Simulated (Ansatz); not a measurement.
Reaction (isomerisation): `C/N=C\B1C[SiH2]1` → `BC(=C)N1C[SiH2]1`

Program: Ansatz. Geometries: PBE0-D4/def2-TZVP. ΔE: electronic, gas phase. CCSD(T)/CBS is the MP2 limit (def2-TZVPP, def2-QZVPP) plus CCSD(T) − MP2 in def2-TZVPP, frozen cores. Functionals use def2-TZVPP. Each species was taken in one conformer, which may not be the lowest.

(1) Is it downhill or uphill in electronic energy at CCSD(T)/CBS, and by how much? (An estimate is asked.)

(2) What do these levels give: ωB97X-V, ωB97M-V, B2PLYP, SCS-MP2/def2-TZVPP, HF/CBS(def2), CCSD/CBS(def2)? (An estimate is asked.)

Largest T1 diagnostic among the species: 0.014.

Answers

(1) Ansatz gave: Downhill: ΔE = -0.34 eV.

(2) The calculation gave: ωB97X-V -0.36, ωB97M-V -0.35, B2PLYP -0.38, SCS-MP2/def2-TZVPP -0.44, HF/CBS(def2) -0.63, CCSD/CBS(def2) -0.39 eV.

The D4 term adds −0.05 eV with B3LYP and −0.03 eV with PBE0; it sums over pairs of atoms, weighted by their polarisabilities, and B3LYP, whose exchange is more repulsive, gets the larger term. In def2-TZVPP, CCSD(T) changes the Hartree–Fock value by +0.30 eV (the triples alone add +0.04 eV) and MP2 by +0.20 eV.

B3LYP here is the variant with VWN-RPA as its local correlation; programs differ in this.
